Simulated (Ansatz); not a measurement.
Reaction (ligand exchange at the Si–O bond): `[SiH3][O][GeH3]` + `[OH][GeH2][OH]` → `[OH][GeH2][O][SiH3]` + `[OH][GeH3]`

Computed with Ansatz on PBE0-D4/def2-TZVP structures; ΔE is electronic, products minus reactants. CCSD(T)/CBS adds triple-zeta CCSD(T) − MP2 to the extrapolated MP2 energy (def2 sets, frozen cores). DFT in def2-TZVPP. B3LYP here is the variant with VWN-RPA as its local correlation; programs differ in this. For Ge outer-core shells are correlated without core-valence functions, which leaves a few kJ/mol of doubt a bond. Scalar relativity is left out up to krypton. One conformer a species, not always the lowest.

`[SiH3][O][GeH3]`:

Cartesian coordinates in Å:
```
Si -0.426 -0.063 -1.491
O 0.256 0.631 -0.180
Ge 0.476 0.152 1.516
H 0.246 -1.349 -1.827
H -0.293 0.875 -2.633
H -1.869 -0.351 -1.254
H 1.201 1.325 2.183
H 1.320 -1.133 1.550
H -0.911 -0.088 2.135
```

`[OH][GeH2][OH]`:

Cartesian coordinates in Å:
```
O 0.267 -1.423 0.588
Ge -0.234 -0.061 -0.434
O -0.703 1.332 0.559
H 1.209 -1.435 0.770
H 0.944 0.327 -1.351
H -1.518 -0.491 -1.136
H 0.034 1.752 1.006
```

`[OH][GeH2][O][SiH3]`:

```xyz
10

O     1.582    0.637   -1.347
Ge   -0.090    1.072   -0.961
O    -0.829   -0.249   -0.044
Si   -0.431   -1.038    1.335
H     1.650   -0.090   -1.970
H    -0.948    1.205   -2.225
H     0.021    2.320   -0.082
H     0.531   -2.138    1.058
H    -1.672   -1.612    1.914
H     0.186   -0.106    2.321
```

`[OH][GeH3]`:

```xyz
6

O     1.307   -0.361    0.210
Ge   -0.332    0.205   -0.204
H     1.316   -0.940    0.975
H    -0.126    1.098   -1.429
H    -0.928    0.996    0.977
H    -1.237   -0.999   -0.529
```

Question: Is it downhill or uphill in electronic energy at CCSD(T)/CBS, and by how much? (Best estimate.)

Answer: Computed: Downhill: ΔE = -0.03 eV.

Question: What do these levels give: PBE0-D4, ωB97M-V, PBE, r2SCAN, PBE0, B3LYP, HF/def2-TZVPP, MP2/def2-TZVPP, CCSD/def2-TZVPP, HF/def2-QZVPP, MP2/CBS(def2), CCSD/CBS(def2)? (Estimate.)

Answer: Ansatz gave: PBE0-D4 -0.03, ωB97M-V -0.03, PBE -0.03, r2SCAN -0.03, PBE0 -0.03, B3LYP -0.03, HF/def2-TZVPP -0.03, MP2/def2-TZVPP -0.03, CCSD/def2-TZVPP -0.04, HF/def2-QZVPP -0.03, MP2/CBS(def2) -0.03, CCSD/CBS(def2) -0.03 eV.

Largest T1 diagnostic among the species: 0.012.
